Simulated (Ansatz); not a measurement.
Consider the formal exchange of groups at a B–O bond: `[AlH2][O]B[SiH2][SiH3]` + GeH₄ → `[SiH3][SiH2][BH][GeH3]` + `[OH][AlH2]`.

Computed with Ansatz on PBE0-D4/def2-TZVP structures; ΔE is electronic, products minus reactants. CCSD(T)/CBS is the MP2 limit (def2-TZVPP, def2-QZVPP) plus CCSD(T) − MP2 in def2-TZVPP, frozen cores. This one scheme is used for every species. Functionals use def2-TZVPP. For Ge outer-core shells are correlated without core-valence functions, which leaves a few kJ/mol of doubt a bond. Scalar relativity is left out up to krypton. Each species was taken in one conformer, which may not be the lowest.

`[AlH2][O]B[SiH2][SiH3]`:

Cartesian coordinates in Å:
```
Al -3.022 -0.600 -0.783
O -1.376 -0.437 -1.124
B -0.066 -0.327 -1.338
Si 1.257 -0.739 0.151
Si 1.699 1.250 1.311
H -3.683 -1.989 -1.122
H -3.746 0.654 -0.163
H 0.318 0.069 -2.413
H 0.705 -1.717 1.137
H 2.554 -1.269 -0.358
H 2.665 1.040 2.423
H 0.436 1.791 1.887
H 2.260 2.276 0.390
```

GeH₄:

Cartesian coordinates in Å:
```
Ge 0.000 0.000 0.000
H -0.945 0.768 0.933
H 0.781 -1.044 0.809
H 0.983 0.981 -0.652
H -0.818 -0.705 -1.090
```

`[SiH3][SiH2][BH][GeH3]`:

Z-matrix (Å, degrees):
```
Si
Si 1 2.361
H 1 1.487 2 110.5
H 1 1.487 2 110.1 3 120.1
H 1 1.488 2 109.8 3 -120.1
B 2 1.975 1 98.7 3 -62.5
H 2 1.489 1 106.7 3 178.3
H 2 1.489 1 108.1 3 60.4
Ge 6 2.057 2 121.5 1 -83.7
H 6 1.196 2 120.3 1 89.4
H 9 1.544 6 107.7 2 -113.4
H 9 1.540 6 112.3 2 128.9
H 9 1.539 6 113.7 2 5.7
```

`[OH][AlH2]`:

Cartesian coordinates in Å:
```
O -0.577 -0.316 -1.023
Al 0.059 0.049 0.506
H -0.119 -0.134 -1.841
H 1.486 0.728 0.620
H -0.849 -0.327 1.739
```

**Question.** Is it downhill or uphill in electronic energy at CCSD(T)/CBS, and by how much? (Best estimate.)

**Answer.** Ansatz gave: Uphill: ΔE = +135.3 kJ/mol.

**Question.** What do these levels give: r2SCAN-D4, PBE0-D4, ωB97M-V, PBE, SCS-MP2/def2-TZVPP, CCSD/CBS(def2)? (Best estimate.)

**Answer.** Ansatz gave: r2SCAN-D4 139.9, PBE0-D4 136.2, ωB97M-V 144.4, PBE 135.1, SCS-MP2/def2-TZVPP 144.7, CCSD/CBS(def2) 137.1 kJ/mol.

Largest T1 diagnostic among the species: 0.015.

From PBE to PBE0 (25 % exact exchange), in def2-TZVPP and without D4, ΔE moves by +3.0 kJ/mol. In def2-TZVPP, CCSD(T) changes the Hartree–Fock value by −24.7 kJ/mol (the triples alone add −1.9 kJ/mol) and MP2 by −24.0 kJ/mol. The D4 term adds −3.7 kJ/mol with B3LYP and −1.9 kJ/mol with PBE0; it sums over pairs of atoms, weighted by their polarisabilities, and B3LYP, whose exchange is more repulsive, gets the larger term.

B3LYP here is the variant with VWN-RPA as its local correlation; programs differ in this.
